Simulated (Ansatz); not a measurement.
Geometry optimisation, Ansatz 0.2.0, RKS PBE0-D4/def2-SVP.

Input:

```yaml
crystal:
  periodic: [false, false, false]
  atoms:
    - { symbol: O, position_ang: [0.0673, 2.0026, 1.092] }
    - { symbol: B, position_ang: [-0.6414, 0.8805, 0.4905] }
    - { symbol: C, position_ang: [0.116, -0.4974, 0.3409] }
    - { symbol: C, position_ang: [0.3382, -0.9407, -1.105] }
    - { symbol: Cl, position_ang: [1.3592, 0.1056, -2.0477] }
    - { symbol: H, position_ang: [-0.1862, 2.0036, 2.046] }
    - { symbol: H, position_ang: [-1.7248, 0.9713, 0.1104] }
    - { symbol: H, position_ang: [-0.3673, -1.2518, 0.9247] }
    - { symbol: H, position_ang: [1.1662, -0.3797, 0.8401] }
    - { symbol: H, position_ang: [-0.7331, -0.9711, -1.5639] }
    - { symbol: H, position_ang: [0.6713, -1.9797, -1.1074] }
basis:
  gaussian: { orbitals: def2-SVP }
hamiltonian:
  xc: pbe0
  dispersion: d4
relax:
  f_tol: 0.015
  max_steps: 40
output:
  orbitals: {}
```

Command:

```bash
$ ansatz run input.yaml --threads 2 --pin off --max-ram 3072MiB --backend cpu --events-out ev --progress --plain --runs-dir out
```

Question: Where does it end, and by what steps?

Answer: The forces met the threshold. After 10 steps the energy has fallen by 1.247 eV; H6 moved furthest, 0.69 Å.

```tsv
step	energy less start (eV)	largest force component (eV/Å)	accepted
0	0.0000	3.392	yes
1	-0.4776	1.688	yes
2	-0.7264	2.474	yes
3	-1.0386	1.001	yes
4	-1.2067	0.359	yes
5	-1.2358	0.156	yes
6	-1.2434	0.215	yes
7	-1.2445	0.163	yes
8	-1.2466	0.072	yes
9	-1.2469	0.018	yes
10	-1.2469	0.009	yes
```

```xyz
11
Properties=species:S:1:pos:R:3
O 0.027 1.663 1.548
B -0.471 0.829 0.611
C 0.226 -0.564 0.379
C 0.245 -0.980 -1.076
Cl 1.095 0.254 -2.072
H -0.477 2.478 1.630
H -1.471 1.141 -0.010
H -0.353 -1.320 0.947
H 1.244 -0.568 0.800
H -0.770 -1.061 -1.490
H 0.770 -1.930 -1.248
```

Whether the end is a true minimum wasn't checked by a vibrational analysis.

Time of the run: 35 s on 2 threads of Arm Neoverse V1 (shared host), peak memory 0.23 GiB.
